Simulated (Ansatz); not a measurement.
Program: Ansatz. Geometries: PBE0-D4/def2-TZVP. ΔE: electronic, gas phase. CBS: MP2 limit from def2 TZ/QZ plus the TZ coupled-cluster correction, frozen cores. def2 core potentials past Kr. For Sn, V outer-core shells are correlated without core-valence functions, which leaves a few kJ/mol of doubt a bond. Scalar relativity is left out up to krypton. Each species was taken in one conformer, which may not be the lowest.

Consider the redistribution: `[F][Sn][Cl]` + `[NH]=[V]([NH2])([NH2])[OH]` → `[NH2][Sn][F]` + `[NH]=[V]([NH2])([OH])[Cl]`.

```csv
species,SCS-MP2/def2-TZVPP energy (Eh)
`[F][Sn][Cl]`,-773.15075
`[NH]=[V]([NH2])([NH2])[OH]`,-1186.13246
`[NH2][Sn][F]`,-369.27384
`[NH]=[V]([NH2])([OH])[Cl]`,-1590.01759
```

**Question.** Work out ΔE.

**Answer.** ΔE = (-369.27384) + (-1590.01759) − (-773.15075) − (-1186.13246) = -0.00822 Eh = -21.6 kJ/mol. CCSD(T)/CBS gives -0.5 kJ/mol.

Largest T1 diagnostic among the species: 0.030, so the coupled-cluster value is less sure than usual.

At CCSD(T), def2-SVP lies −9.8 kJ/mol from the extrapolated value and def2-TZVPP −7.3 kJ/mol. Leaving LDA and LC-ωPBE aside and taking each functional with its dispersion term where it has one, the values, not all of them listed here, spread over 15.1 kJ/mol, from PBE-QIDH to BHLYP-D4. LDA lies −3.7 kJ/mol from PBE without D4. In def2-TZVPP, CCSD(T) changes the Hartree–Fock value by −13.9 kJ/mol (the triples alone add −2.7 kJ/mol) and MP2 by −31.7 kJ/mol.
